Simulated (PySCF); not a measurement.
## I: ionisation energy

I [Kr] 4d10 5s2 5p5 (2P) → I⁺ [Kr] 4d10 5s2 5p4 (3P), as a difference of total energies. Computed with PySCF 2.14 in def2-SVP with the def2 core potential (28 electrons), with a scalar-relativistic core potential. Correlated levels: valence: 4s2 4p6 4d10 frozen. The calculations carry no spin-orbit coupling.

```csv
method,ionisation energy (eV),error (eV)
UHF,9.592,-0.927
BP86,10.678,+0.159
M06-2X,10.335,-0.184
MP2 (valence),10.054,-0.465
SCS-MP2 (valence),10.035,-0.484
CCSD (valence),10.026,-0.493
CCSD(T) (valence),10.028,-0.491
```

Reference: 10.519 eV (measured; NIST levels, between the centres of gravity of the two terms).

Errors of the correlated levels include the incompleteness of this basis and the frozen core.
